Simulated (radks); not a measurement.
Task: The mean radii <r> (bohr) of the occupied orbitals of an atom or ion are listed with their occupations. Method: non-relativistic Kohn-Sham, PBE, spin-polarised, spherical densities, point nucleus; computed with a radial shooting solver on a logarithmic mesh with Libxc functionals.

orbital  occ.      <r>
1s up       1  0.03105
1s down     1  0.03105
2s up       1   0.1343
2s down     1   0.1343
2p up       3   0.1146
2p down     3   0.1146
3s up       1   0.3616
3s down     1   0.3615
3p up       3   0.3529
3p down     3   0.3528
3d up       5   0.3242
3d down     5   0.3241
4s up       1   0.8695
4s down     1   0.8688
4p up       3   0.9200
4p down     3   0.9186
4d up       5    1.098
4d down     3    1.091
5s up       1    2.302
5p up       3    2.700

Name the element and its charge. Open shells, if any, are filled with parallel spins first.

Result: Z = 49, indium, charge +1: In+ in [Kr] 4d8 5s1 5p3. The 1s radius gives Z: for a bare nucleus <r> = 1.5/Z, 0.03061 bohr for Z = 49, and screening makes it slightly larger (0.03105 here). The occupations add up to 48, and the charge is Z minus that.
